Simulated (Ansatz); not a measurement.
The cluster Si6O⁺. The state is a doublet with charge 1. Geometry r2SCAN-D4/def2-SVP, basis def2-TZVP, Ansatz.

Cartesian coordinates in Å:
```
O -0.989 0.963 -1.609
Si 0.223 -0.676 2.133
Si 1.170 -0.634 -0.049
Si 0.634 0.921 -1.994
Si -1.079 -1.340 0.399
Si 2.357 0.212 1.758
Si -2.316 0.554 -0.638
```

```json
{"run": "A", "HOMO (eV)": "-9.89", "LUMO (eV)": "-8.31"}
{"run": "B", "HOMO (eV)": "-11.42", "LUMO (eV)": "-6.32"}
{"run": "C", "HOMO (eV)": "-9.34", "LUMO (eV)": "-8.74"}
{"run": "D", "HOMO (eV)": "-9.73", "LUMO (eV)": "-8.38"}
{"run": "E", "HOMO (eV)": "-10.09", "LUMO (eV)": "-8.01"}
{"run": "F", "HOMO (eV)": "-9.61", "LUMO (eV)": "-8.60"}
```

HSE06 is defined as in plane-wave codes, on full-range PBE exchange. Another isomer (doublet) lies 0.45 eV lower at PBE0-D4/def2-TZVP; other spin states weren't run for this one.

HOMO and LUMO are taken over both spins.

**Question.** The runs used HSE06, PBE, PBE0, r2SCAN, r2SCANh, ωB97M-V. Estimate which is which.

**Answer.** A r2SCANh (10 % exact exchange); B ωB97M-V (range-separated); C PBE (0 % exact exchange); D HSE06 (range-separated); E PBE0 (25 % exact exchange); F r2SCAN (0 % exact exchange). Exact exchange lowers occupied and raises empty levels; among semilocal functionals meta-GGAs tend to open the gap a little, and such runs are hard to tell apart. The gap grows from 0.60 eV (PBE) to 5.10 eV (ωB97M-V). At r2SCANh-D4/def2-TZVP the charge 1 doublet is spin-contaminated (final ⟨S²⟩ up to 0.84, 0.75 for a pure state).
